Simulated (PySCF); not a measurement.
Isomers of C7H14Si2, mass 154.063 u with the commonest isotopes. Method: PBE0/pcSseg-1 in PySCF (dipole) on a GFN2-xTB geometry, gas phase. One conformer each, none proved a minimum here; rigid rotors.

Question: Order these by out-of-plane moment Σ m c² = (Ia + Ib − Ic)/2, smallest first.
A. `[CH3:1][CH2:2][CH2:3][C:4]1=[CH:5][SiH2:6][CH:7]=[CH:8][SiH2:9]1` with C1–C2–C3–C4 62°, C2–C3–C4–C5 -115°, C4–C5–Si6–C7 19°, C5–Si6–C7–C8 -19°, C7–C8–Si9–C4 21°, C3–C4–Si9–C8 160°
B. `[SiH3:1][CH2:2][C:3]1=[C:4]([CH:5]2[CH2:6][CH2:7]2)[SiH2:8][CH2:9]1` with Si1–C2–C3–C4 -90°, C3–C4–C5–C6 -148°
C. `[CH:1]#[C:2][C@@H:3]([CH2:4][SiH3:5])[CH2:6][SiH2:7][CH:8]=[CH2:9]` with C2–C3–C4–Si5 -63°, C2–C3–C6–Si7 66°, C3–C6–Si7–C8 59°, C6–Si7–C8–C9 -95°
D. `[CH:1]#[C:2][Si@@H:3]([SiH2:4][CH3:5])[CH:6]1[CH2:7][CH2:8][CH2:9]1` with C2–Si3–Si4–C5 -59°, C2–Si3–C6–C7 -64°, Si3–C6–C7–C8 132°, C6–C7–C8–C9 -11°, C7–C8–C9–C6 11°, Si3–C6–C9–C8 -131°
E. `[SiH3:1][CH2:2][C:3]1=[CH:4][SiH2:5][C@H:6]2[CH2:7][C@@H:8]1[CH2:9]2` with Si1–C2–C3–C4 -98°

Answer: A (56.43 u·Å²), B (57.47 u·Å²), D (67.80 u·Å²), E (76.91 u·Å²), C (130.46 u·Å²).

Question: Order these by rotational constant B, largest first.
A. `[SiH3:1][CH2:2][C:3]1=[C:4]([CH:5]2[CH2:6][CH2:7]2)[SiH2:8][CH2:9]1` with Si1–C2–C3–C4 -90°, C3–C4–C5–C6 -148°
B. `[CH:1]#[C:2][C@@H:3]([CH2:4][SiH3:5])[CH2:6][SiH2:7][CH:8]=[CH2:9]` with C2–C3–C4–Si5 -63°, C2–C3–C6–Si7 66°, C3–C6–Si7–C8 59°, C6–Si7–C8–C9 -95°
C. `[CH3:1][CH2:2][CH2:3][C:4]1=[CH:5][SiH2:6][CH:7]=[CH:8][SiH2:9]1` with C1–C2–C3–C4 62°, C2–C3–C4–C5 -115°, C4–C5–Si6–C7 19°, C5–Si6–C7–C8 -19°, C7–C8–Si9–C4 21°, C3–C4–Si9–C8 160°
D. `[CH:1]#[C:2][Si@@H:3]([SiH2:4][CH3:5])[CH:6]1[CH2:7][CH2:8][CH2:9]1` with C2–Si3–Si4–C5 -59°, C2–Si3–C6–C7 -64°, Si3–C6–C7–C8 132°, C6–C7–C8–C9 -11°, C7–C8–C9–C6 11°, Si3–C6–C9–C8 -131°

Answer: A (814.0 MHz), C (774.9 MHz), D (699.5 MHz), B (571.3 MHz).

Question: Order these by rotational constant C, largest first.
A. `[SiH3:1][CH2:2][C:3]1=[CH:4][SiH2:5][C@H:6]2[CH2:7][C@@H:8]1[CH2:9]2` with Si1–C2–C3–C4 -98°
B. `[CH:1]#[C:2][C@@H:3]([CH2:4][SiH3:5])[CH2:6][SiH2:7][CH:8]=[CH2:9]` with C2–C3–C4–Si5 -63°, C2–C3–C6–Si7 66°, C3–C6–Si7–C8 59°, C6–Si7–C8–C9 -95°
C. `[CH:1]#[C:2][Si@@H:3]([SiH2:4][CH3:5])[CH:6]1[CH2:7][CH2:8][CH2:9]1` with C2–Si3–Si4–C5 -59°, C2–Si3–C6–C7 -64°, Si3–C6–C7–C8 132°, C6–C7–C8–C9 -11°, C7–C8–C9–C6 11°, Si3–C6–C9–C8 -131°
D. `[CH3:1][CH2:2][CH2:3][C:4]1=[CH:5][SiH2:6][CH:7]=[CH:8][SiH2:9]1` with C1–C2–C3–C4 62°, C2–C3–C4–C5 -115°, C4–C5–Si6–C7 19°, C5–Si6–C7–C8 -19°, C7–C8–Si9–C4 21°, C3–C4–Si9–C8 160°
E. `[SiH3:1][CH2:2][C:3]1=[C:4]([CH:5]2[CH2:6][CH2:7]2)[SiH2:8][CH2:9]1` with Si1–C2–C3–C4 -90°, C3–C4–C5–C6 -148°

Answer: A (689.4 MHz), D (626.3 MHz), E (595.6 MHz), C (575.3 MHz), B (548.5 MHz).

```json
{"SMILES": "CCCC1=C[SiH2]C=C[SiH2]1", "point group": "C1", "Ia (u·Å²)": "267.52", "Ib (u·Å²)": "652.21", "Ic (u·Å²)": "806.88", "κ": "-0.76", "μa (D)": "0.48", "μb (D)": "0.13", "μc (D)": "0.25"}
{"SMILES": "C#C[C@@H](C[SiH3])C[SiH2]C=C", "point group": "C1", "Ia (u·Å²)": "297.77", "Ib (u·Å²)": "884.58", "Ic (u·Å²)": "921.42", "κ": "-0.96", "μa (D)": "0.11", "μb (D)": "0.31", "μc (D)": "0.51"}
{"SMILES": "[SiH3]CC1=C(C2CC2)[SiH2]C1", "point group": "C1", "Ia (u·Å²)": "342.61", "Ib (u·Å²)": "620.83", "Ic (u·Å²)": "848.50", "κ": "-0.50", "μa (D)": "0.20", "μb (D)": "0.41", "μc (D)": "0.43"}
{"SMILES": "[SiH3]CC1=C[SiH2][C@H]2C[C@@H]1C2", "point group": "C1", "Ia (u·Å²)": "228.91", "Ib (u·Å²)": "658.01", "Ic (u·Å²)": "733.09", "κ": "-0.90", "μa (D)": "0.56", "μb (D)": "0.79", "μc (D)": "0.43"}
{"SMILES": "C#C[Si@@H]([SiH2]C)C1CCC1", "point group": "C1", "Ia (u·Å²)": "291.55", "Ib (u·Å²)": "722.51", "Ic (u·Å²)": "878.47", "κ": "-0.79", "μa (D)": "0.10", "μb (D)": "0.04", "μc (D)": "0.25"}
```
